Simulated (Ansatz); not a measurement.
cis-Cu(NH3)2Cl2 (CuN₂Cl₂H₆). Charge 0, multiplicity 2. Geometry r2SCAN-D4/def2-SVP, basis def2-TZVP, Ansatz.

Cartesian coordinates in Å:
```
Cu 0.097 0.535 -0.660
N 0.490 0.736 1.377
H 1.248 1.423 1.271
H 0.839 -0.057 1.919
H -0.255 1.177 1.919
N -0.615 -1.419 -0.535
H -1.241 -1.355 -1.348
H -1.156 -1.726 0.275
H 0.079 -2.143 -0.735
Cl -1.131 0.724 -2.506
Cl 1.645 2.103 -0.977
```

```json
{"run": "A", "HOMO (eV)": "-6.56", "LUMO (eV)": "-3.55"}
{"run": "B", "HOMO (eV)": "-6.96", "LUMO (eV)": "-3.17"}
{"run": "C", "HOMO (eV)": "-5.83", "LUMO (eV)": "-4.29"}
{"run": "D", "HOMO (eV)": "-5.28", "LUMO (eV)": "-4.43"}
{"run": "E", "HOMO (eV)": "-5.73", "LUMO (eV)": "-4.32"}
```

HSE06 is defined as in plane-wave codes, on full-range PBE exchange. No other spin state of charge 0 was run.

HOMO and LUMO are taken over both spins.

The runs used B97M-V, HSE06, PBE, PBE0, r2SCAN. Estimate which is which.

A HSE06 (range-separated); B PBE0 (25 % exact exchange); C B97M-V (0 % exact exchange); D PBE (0 % exact exchange); E r2SCAN (0 % exact exchange). Exact exchange lowers occupied and raises empty levels; among semilocal functionals meta-GGAs tend to open the gap a little, and such runs are hard to tell apart. The gap grows from 0.85 eV (PBE) to 3.80 eV (PBE0).
